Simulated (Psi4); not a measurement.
I5Ta (SMILES [I][Ta]([I])([I])([I])[I]), singlet, at a GFN2-xTB geometry (such geometries of metal compounds can be far from the true shape) (core potentials on I, Ta); PBE0/def2-TZVPP (Psi4).

Psi4 was given this input:
```
memory 2 GB

molecule {
0 1
Ta   -0.00000000    0.00000000    0.00000000
I     2.27791408   -0.44897884   -1.43791736
I     1.22160212   -1.05529514    2.26474062
I    -1.22160212    1.05529514   -2.26474062
I    -1.92808836   -1.92888965    0.14121218
I    -0.34982572    2.37786848    1.29670518
}

set {
  basis def2-tzvpp
}

energy('pbe0')
print_variables()
```

It wrote (shortened):

```
   => Loading Basis Set <=

    Name: DEF2-TZVPP
    Role: ORBITAL
    Keyword: BASIS

    !!!  WARNING: ECP capability is in beta. Please check occupations closely.  !!!

         ---------------------------------------------------------
                                   SCF
               by Justin Turney, Rob Parrish, Andy Simmonett
                          and Daniel G. A. Smith
                              RKS Reference
         ---------------------------------------------------------

  ==> Geometry <==

    Molecular point group: c2v
    Full point group: D1h

    Geometry (in Angstrom), charge = 0, multiplicity = 1:

       Center              X                  Y                   Z               Mass
    ------------   -----------------  -----------------  -----------------  -----------------
         TA           0.000000000000     0.000000000000     0.000000001099   180.947995800000
         I            2.365070964230     0.000000000000     1.365474355220   126.904471900000
         I            0.000000000000    -2.781188531541     0.000000001099   126.904471900000
         I           -0.000000000000     2.781188531541     0.000000001099   126.904471900000
         I            0.000000000000     0.000000000000    -2.730948714206   126.904471900000
         I           -2.365070964230    -0.000000000000     1.365474355220   126.904471900000

  Running in c2v symmetry.

  Rotational constants: A =      0.00594  B =      0.00498  C =      0.00498 [cm^-1]
  Rotational constants: A =    177.98849  B =    149.39178  C =    149.39178 [MHz]
  Nuclear repulsion = 1090.931244071750825

  Charge       = 0
  Multiplicity = 1
  Electrons    = 138
  Nalpha       = 69
  Nbeta        = 69

  ==> Algorithm <==

  SCF Algorithm Type is DF.
  DIIS enabled.
  MOM disabled.
  Fractional occupation disabled.
  Guess Type is SAD.
  Energy threshold   = 1.00e-06
  Density threshold  = 1.00e-06
  Integral threshold = 1.00e-12

  ==> Primary Basis <==

  Basis Set: DEF2-TZVPP
    Blend: DEF2-TZVPP
    Number of shells: 96
    Number of basis functions: 306
    Number of Cartesian functions: 366
    Spherical Harmonics?: true
    Max angular momentum: 4

  Core potential: DEF2-TZVPP
    Number of shells: 24
    Number of ECP primitives: 155
    Number of ECP core electrons: 200
    Max angular momentum: 3

  ==> DFT Potential <==

   => LibXC <=

    Version 7.1.2
    S. Lehtola, C. Steigemann, M. J. T. Oliveira, and M. A. L. Marques,  SoftwareX 7, 1–5 (2018) (10.1016/j.softx.2017.11.002)

   => Composite Functional: PBE0 <=

    PBE0 Hyb-GGA Exchange-Correlation Functional

    C. Adamo and V. Barone,  J. Chem. Phys. 110, 6158 (1999) (10.1063/1.478522)
    M. Ernzerhof and G. E. Scuseria,  J. Chem. Phys. 110, 5029 (1999) (10.1063/1.478401)

    Deriv               =              1
    GGA                 =           TRUE
    Meta                =          FALSE

    Exchange Hybrid     =           TRUE
    MP2 Hybrid          =          FALSE

   => Exchange Functionals <=

    0.7500   Perdew, Burke & Ernzerhof

   => Exact (HF) Exchange <=

    0.2500               HF

   => Correlation Functionals <=

    1.0000   Perdew, Burke & Ernzerhof

   => LibXC Density Thresholds  <==

    XC_HYB_GGA_XC_PBEH:  1.00E-15

   => Molecular Quadrature <=

    Radial Scheme          =       TREUTLER
    Pruning Scheme         =           NONE
    Nuclear Scheme         =       TREUTLER

    Blocking Scheme        =         OCTREE
    BS radius alpha        =              1
    Pruning alpha          =              1
    Radial Points          =             75
    Spherical Points       =            302
    Total Points           =         126371
    Total Blocks           =           1148
    Max Points             =            256
    Max Functions          =            245
    Weights Tolerance      =       1.00E-15

   => Loading Basis Set <=

    Name: (DEF2-TZVPP AUX)
    Role: JKFIT
    Keyword: DF_BASIS_SCF

  ==> Integral Setup <==

  SCF_SUBTYPE=INCORE selected. In-core MEM_DF algorithm will be used.
  Using in-core AOs.

Traceback (most recent call last):
  File "psi4", line 375, in <module>
  File "<string>", line 26, in <module>
  File "site-packages/psi4/driver/driver.py", line 533, in energy
  File "site-packages/psi4/driver/procrouting/proc.py", line 2760, in run_scf
  File "site-packages/psi4/driver/procrouting/proc.py", line 2047, in scf_helper
  File "site-packages/psi4/driver/procrouting/scf_proc/scf_iterator.py", line 82, in scf_compute_energy
  File "site-packages/psi4/driver/procrouting/scf_proc/scf_iterator.py", line 200, in scf_initialize
  File "site-packages/psi4/driver/procrouting/scf_proc/scf_iterator.py", line 128, in initialize_jk

RuntimeError:
The most recent 5 function calls were:

psi::PsiException::PsiException(std::__cxx11::basic_string<char, std::char_traits<char>, std::allocator<char> >, char const*, int)
psi::DFHelper::prepare_AO_core()
psi::DFHelper::initialize()

Printing out the relevant lines from the Psithon --> Python processed input file:
    I    -1.92808836   -1.92888965    0.14121218
    I    -0.34982572    2.37786848    1.29670518
    """)
    core.IO.set_default_namespace("")
    core.set_global_option("BASIS", "def2-tzvpp")
--> energy('pbe0')
    print_variables()

!----------------------------------------------------------------------------------!
!                                                                                  !
! Fatal Error: DFHelper: not enough memory for (p shell) AO blocking! required     !
! The most recent 5 function calls were:                                           !
! psi::PsiException::PsiException(std::__cxx11::basic_string<char,                 !
!     std::char_traits<char>, std::allocator<char> >, char const*, int)            !
! psi::DFHelper::prepare_AO_core()                                                 !
! psi::DFHelper::initialize()                                                      !
!                                                                                  !
!----------------------------------------------------------------------------------!
```

The input was rejected before any calculation.
